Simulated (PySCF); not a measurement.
**Electron correlation in Ar⁺ (argon, charge +1)**

[Ne] 3s2 3p5, 2P determinant. Computed with PySCF 2.14 in jorge-DZP-DKH, with scalar relativity by spin-free X2C-1e. Frozen: [Ne]; 7 electrons correlated.

MP2 pair energies summed by pair of shells (mhartree):

| pair | energy | share (%) |
| --- | --- | --- |
| 3p-3p | -81.69 | 67.3 |
| 3s-3p | -32.41 | 26.7 |
| 3s-3s | -7.27 | 6.0 |

Total MP2 correlation energy: -121.37 mhartree.

Same-spin part -30.51 and opposite-spin part -90.86 mhartree; SCS-MP2 scales them by 1/3 and 6/5 to -119.21 mhartree.

```tsv
level	correlation energy (mhartree)
CCSD	-137.92
(T)	-1.16
CCSD(T)	-139.08
```

Diagnostics: T1 = 0.0045, D1 = 0.0161, largest double amplitude 0.043.

Cost of the coupled-cluster step: 0.24 s of wall time on 1 thread of Neoverse-N1 (shared host), for 7 correlated electrons.
